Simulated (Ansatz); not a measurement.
Ansatz (a quantum-chemistry and plane-wave program) job for Si(F)2(OH)(SeH) (F₂H₂OSeSi), SMILES O[Si](F)(F)[SeH], PBE/def2-SVPD. Coordinates come from a B3LYP-D3(BJ)/def2-SVP optimisation. This is a generated structure with no PubChem entry under its InChIKey; it may be hypothetical. One conformer was computed; it need not be the lowest.

Ansatz 0.2 input:
```yaml
crystal:
  periodic: [false, false, false]
  atoms:
    - {symbol: O, position_ang: [-1.02667749, 1.58216910, 0.98427330]}
    - {symbol: Si, position_ang: [-0.74285658, 0.08339852, 0.38969203]}
    - {symbol: F, position_ang: [-1.84706034, -0.35052860, -0.70114188]}
    - {symbol: F, position_ang: [-0.90477081, -0.90089397, 1.64867120]}
    - {symbol: Se, position_ang: [1.24217209, -0.15452504, -0.66980730]}
    - {symbol: H, position_ang: [-0.83208029, 2.33404721, 0.41214051]}
    - {symbol: H, position_ang: [1.97812178, 0.35767527, 0.50366867]}
basis:
  gaussian:
    orbitals: def2-SVPD
hamiltonian:
  xc: {name: PBE}
```

Program output:

```
WARN ansatz: RAYON_NUM_THREADS=1 ignored (pool sized by the plan → 1); use --threads N
Functional definition: PBE
integrals: 0.10 GiB planned
1362 factors; their error is unknown
mean field: 0.56 GiB planned
mean field evaluation 1: about -80700.9727 eV, gradient 7.2e1 eV
mean field evaluation 2: about -80661.1090 eV, gradient 1.6e2 eV
mean field evaluation 4: about -80709.1359 eV, gradient 1.4e1 eV
mean field evaluation 8: about -80709.4679 eV, gradient 2.1e-1 eV
mean field evaluation 16: about -80709.4329 eV, gradient 3.1e-4 eV
mean field -80709.43291523 eV, -2966.0169528162 hartree, gradient 5.3e-5 eV, S^2 0.000000; 0 other end points of the search recorded, 0 dependent functions left out
reference -80709.43297633 eV, -2966.0169550615 hartree; 38, 38 occupied and 112, 112 virtual orbitals, 1362 factors
Total energy: -80709.43297633 eV, -2966.0169550615 hartree
```

The run converged.

Cost: around 5 core-seconds (rough).
